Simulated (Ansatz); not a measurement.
Calculated with Ansatz (gas phase, PBE0-D4/def2-TZVP geometries, no zero-point term in ΔE). CBS: MP2 limit from def2 TZ/QZ plus the TZ coupled-cluster correction, frozen cores. Functionals use def2-TZVPP. B3LYP here is the variant with VWN-RPA as its local correlation; programs differ in this. One conformer a species, not always the lowest.

Reaction (formal exchange of groups at a B–C bond): `BBC` + `CCCCCCCCCl` → `BBCCCl` + `CCCCCCC`

Question: Is it downhill or uphill in electronic energy at CCSD(T)/CBS, and by how much? (An estimate is asked.)

Answer: Ansatz gave: Uphill: ΔE = +0.07 eV.

Question: What do these levels give: PBE-D4, PBE0-D4, ωB97X-V, PBE, B3LYP, CCSD/def2-TZVPP, CCSD(T)/def2-TZVPP, HF/def2-QZVPP, MP2/def2-QZVPP, SCS-MP2/def2-QZVPP, MP2/CBS(def2), CCSD/CBS(def2)? (Best estimate.)

Answer: The calculation gave: PBE-D4 0.03, PBE0-D4 0.05, ωB97X-V 0.06, PBE 0.03, B3LYP 0.05, CCSD/def2-TZVPP 0.07, CCSD(T)/def2-TZVPP 0.07, HF/def2-QZVPP 0.07, MP2/def2-QZVPP 0.07, SCS-MP2/def2-QZVPP 0.07, MP2/CBS(def2) 0.07, CCSD/CBS(def2) 0.07 eV.

Largest T1 diagnostic among the species: 0.011.
